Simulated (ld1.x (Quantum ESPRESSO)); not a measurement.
## Configuration tests for gold (PAW)

gold (Au), PAW, made with ld1.x (Quantum ESPRESSO) 7.5 (LDA (PZ), fully relativistic). Core [Xe] 4f14, reference 5d10 6s1 6p0. Waves: 6s (bound): rcut 1.70, rcutus 2.30 bohr; 6s channel at 0.75 Ry: rcut 1.70, rcutus 2.30 bohr; 6p (bound, empty): rcut 3.25, rcutus 4.20 bohr; 6p channel at 0.35 Ry: rcut 3.25, rcutus 4.20 bohr; 5d (bound): rcut 1.65, rcutus 1.85 bohr; 5d channel at 3.65 Ry: rcut 1.65, rcutus 1.85 bohr. Local part: all-electron potential smoothed inside 2.20 bohr (lloc = -2). Core correction: Bessel-smoothed model core, default radius (core density twice the valence density). Augmentation charge: BG, radius 1.85 bohr.

Open shells are filled in proportion to 2j + 1 (rel_dist='average').

Energies are relative to the spin-unpolarised reference configuration 5d10 6s1 6p0; without spin polarisation the order of configurations can differ from experiment.

Problem. Give the all-electron excitation energy and the error of the potential for: 5d10 6s0 6p0; 5d9 6s0 6p0; 5d8 6s0 6p0; 5d9 6s1 6p1; 5d10 6s0 6p1; 5d9 6s2 6p0; 5d9 6s1 6p0.

Solution.

```tsv
valence configuration	charge	ΔE all-electron (eV)	error AE − PS (meV)
5d10 6s0 6p0	+1	9.790	-0.4
5d9 6s0 6p0	+2	31.312	-30
5d8 6s0 6p0	+3	65.481	-185
5d9 6s1 6p1	0	7.470	-10
5d10 6s0 6p1	0	5.343	-3.0
5d9 6s2 6p0	0	1.624	-12
5d9 6s1 6p0	+1	12.406	-20
```

Levels in the configuration 5d9 6s2 6p0:

```tsv
level	all-electron (eV)	pseudo (eV)
5d j=3/2	-10.167	-10.195
5d j=5/2	-8.536	-8.561
6s j=1/2	-6.971	-6.978
```

The ghost test of this file was not conclusive.
